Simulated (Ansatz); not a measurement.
`F[SiH](F)S[SiH](Cl)Cl` + `N[SiH](O)O` → `O[SiH](O)N[SiH](F)F` + `S[SiH](Cl)Cl`  (ligand exchange at the Si–S bond)

Isolated molecules relaxed with PBE0-D4/def2-TZVP in Ansatz; ΔE leaves out vibrations. CCSD(T)/CBS is the MP2 limit (def2-TZVPP, def2-QZVPP) plus CCSD(T) − MP2 in def2-TZVPP, frozen cores. This one scheme is used for every species. Functionals use def2-TZVPP. One conformer a species, not always the lowest.

CCSD(T)/CBS gives -5.3 kcal/mol.

**Question.** Another level gave -4.8 kcal/mol. Which?
A. B2PLYP/def2-TZVPP
B. HF/def2-TZVPP
C. PBE-D4/def2-TZVPP
D. r2SCAN-D4/def2-TZVPP

**Answer.** D. r2SCAN-D4 -4.8, B2PLYP -5.8, HF/def2-TZVPP -8.9, PBE-D4 -2.6 kcal/mol.

Largest T1 diagnostic among the species: 0.012.

The D4 term adds +0.8 kcal/mol with B3LYP and +0.4 kcal/mol with PBE0; it sums over pairs of atoms, weighted by their polarisabilities, and B3LYP, whose exchange is more repulsive, gets the larger term. In def2-TZVPP, CCSD(T) changes the Hartree–Fock value by +2.7 kcal/mol (the triples alone add +0.7 kcal/mol) and MP2 by +3.8 kcal/mol.

CCSD(T)/CBS has its own doubt, a few kJ/mol and more with outer-core shells, so smaller differences from it don't rank the levels.

B3LYP here is the variant with VWN-RPA as its local correlation; programs differ in this.
